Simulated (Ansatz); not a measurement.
Frontier orbitals of BrF₂H₃Si₂ (`F[SiH2][SiH](F)Br`).

Charge 0, multiplicity 1. Correlated methods include outer-core shells of Br, which these sets cover unevenly. Scalar relativity is left out up to krypton. The structure was optimised at the PBE0-D4/def2-TZVP level. It is one conformer, not always the lowest. Basis def2-TZVPP, Ansatz 0.2.0.

Orbital energies of one run (eV). Highest occupied ones, from the top: -8.06, -8.76, -9.25, -9.83, -10.32, -11.97, -12.65, -12.67, -12.81, -13.01, -13.04, -15.15, -16.16, -21.66. Empty: -1.55, -0.77, 0.23, 0.79, 1.09, 1.41.

Task: Which functional gave them?
A. B97M-V
B. ωB97M-V
C. B3LYP
D. r2SCAN

Result: C. HOMO energies: B3LYP -8.06, r2SCAN -7.35, B97M-V -7.44, ωB97M-V -10.33 eV.

B3LYP here is the variant with VWN-RPA as its local correlation; programs differ in this.
